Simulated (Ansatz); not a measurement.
`[SbH2][I]` + `C=N` → `C=[N][SbH2]` + HI at 600 K and 1 bar (ligand exchange at the Sb–I bond).

Program: Ansatz. Geometries: PBE0-D4/def2-TZVP. ΔE: electronic, gas phase. CCSD(T)/CBS adds triple-zeta CCSD(T) − MP2 to the extrapolated MP2 energy (def2 sets, frozen cores). This one scheme is used for every species. Elements past krypton have def2 core potentials. For I, Sb outer-core shells are correlated without core-valence functions, which leaves a few kJ/mol of doubt a bond.

```
      species  CCSD(T)/CBS energy (Eh)  H − E (kJ/mol)  S (J/(mol·K))
  `[SbH2][I]`               -538.67582            67.0          339.6
        `C=N`                -94.52360           129.6          259.4
`C=[N][SbH2]`               -335.12055           155.4          360.5
           HI               -298.03592            31.6          227.0
```

H − E and S are ideal-gas, rigid-rotor, harmonic terms from PBE0-D4/def2-TZVP, for one conformer and one mirror image of each species. 1 Eh = 2625.50 kJ/mol, R = 8.31446 J/(mol·K).

**Question.** By hand: ΔE, ΔH, ΔS and ΔG.

**Answer.** ΔE = (-335.12055) + (-298.03592) − (-538.67582) − (-94.52360) = 0.04295 Eh = 112.8 kJ/mol. Δ(H − E) = 155.4 + 31.6 − 67.0 − 129.6 = -9.6, so ΔH = 103.2 kJ/mol. ΔS = 360.5 + 227.0 − 339.6 − 259.4 = -11.5 J/(mol·K). ΔG = 103.2 − 600 × (-11.5)/1000 = 110.1 kJ/mol.

**Question.** By hand: the equilibrium constant, and the temperature at which ΔG would vanish if ΔH and ΔS stayed fixed.

**Answer.** log₁₀ K = −ΔG/(RT ln 10) = -9.6. ΔH and −TΔS have one sign here, so there is no such temperature.

The number of gas molecules stays the same, so ΔS is small and ΔH decides. A doubt of 5 kJ/mol in ΔE shifts log₁₀ K by 0.4 here. Other conformers and mirror images would add mixing entropy, several J/(mol·K) or more a flexible species. These are equilibria of isolated gas molecules and say nothing of rates. Largest T1 diagnostic: 0.015 (customary marks: 0.02 for closed shells, 0.045 for open ones).

ΔS is within the doubt of such terms, so its sign, and with it that verdict, could turn.
